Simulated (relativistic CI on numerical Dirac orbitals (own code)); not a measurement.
## d8 in a ligand field

Computed with a parametric ligand-field model of a d^n configuration (Racah B and C, spin-orbit zeta, crystal field), exact diagonalisation.

Field parameters in Wybourne normalisation: D3d B²₀ = −7Dσ, B⁴₀ = −14Dq − 21Dτ, B⁴₃ = −14√(10/7) Dq. The field is a parameter set, without covalency.

Task: Ground term and bands for B = 990, C = 4030, ζ = 0 cm⁻¹, D3d, 10Dq = 37550, Dσ = -710, Dτ = -340 cm⁻¹?

Result: Ground term 3A2 with 2.00 electrons in the two orbitals of the cubic e set. Spin-allowed: 3E 35082 cm⁻¹ (285 nm), 3A1 37695 cm⁻¹ (265 nm), 3E 46574 cm⁻¹ (215 nm), 3A2 48287 cm⁻¹ (207 nm). Lowest spin-forbidden: 1E 15820 cm⁻¹ (632 nm), 1A1 29279 cm⁻¹ (342 nm), 1E 50258 cm⁻¹ (199 nm).

Task: Ground term and bands for B = 890, C = 3900, ζ = 0 cm⁻¹, D3d, 10Dq = 15850, Dσ = -1200, Dτ = 0 cm⁻¹?

Result: Ground term 3A2 with 2.01 electrons in the two orbitals of the cubic e set. Spin-allowed: 3E 15158 cm⁻¹ (660 nm), 3A1 17269 cm⁻¹ (579 nm), 3A2 23690 cm⁻¹ (422 nm), 3E 24411 cm⁻¹ (410 nm). Lowest spin-forbidden: 1E 14572 cm⁻¹ (686 nm), 1A1 25035 cm⁻¹ (399 nm), 1E 29137 cm⁻¹ (343 nm).

Task: Ground term and bands for B = 340, C = 1370, ζ = 0 cm⁻¹, D3d, 10Dq = 14100, Dσ = 1200, Dτ = 330 cm⁻¹?

Result: Ground term 3A2 with 2.01 electrons in the two orbitals of the cubic e set. Spin-allowed: 3A1 13546 cm⁻¹ (738 nm), 3E 14916 cm⁻¹ (670 nm), 3A2 17669 cm⁻¹ (566 nm), 3E 21451 cm⁻¹ (466 nm). Lowest spin-forbidden: 1E 5398 cm⁻¹ (1853 nm), 1A1 10111 cm⁻¹ (989 nm), 1A1 18839 cm⁻¹ (531 nm).

Task: Ground term and bands for B = 740, C = 3780, ζ = 0 cm⁻¹, D3d, 10Dq = 21900, Dσ = -1200, Dτ = 110 cm⁻¹?

Result: Ground term 3A2 with 2.01 electrons in the two orbitals of the cubic e set. Spin-allowed: 3E 21834 cm⁻¹ (458 nm), 3A1 23528 cm⁻¹ (425 nm), 3A2 29944 cm⁻¹ (334 nm), 3E 30534 cm⁻¹ (328 nm). Lowest spin-forbidden: 1E 13290 cm⁻¹ (752 nm), 1A1 23715 cm⁻¹ (422 nm), 1E 34661 cm⁻¹ (289 nm).

Task: Ground term and bands for B = 520, C = 2650, ζ = 0 cm⁻¹, D3d, 10Dq = 13950, Dσ = -1200, Dτ = -260 cm⁻¹?

Result: Ground term 3A2 with 2.01 electrons in the two orbitals of the cubic e set. Spin-allowed: 3E 11180 cm⁻¹ (894 nm), 3A1 14832 cm⁻¹ (674 nm), 3E 18544 cm⁻¹ (539 nm), 3A2 19352 cm⁻¹ (517 nm). Lowest spin-forbidden: 1E 9312 cm⁻¹ (1074 nm), 1A1 16236 cm⁻¹ (616 nm), 1E 19687 cm⁻¹ (508 nm).
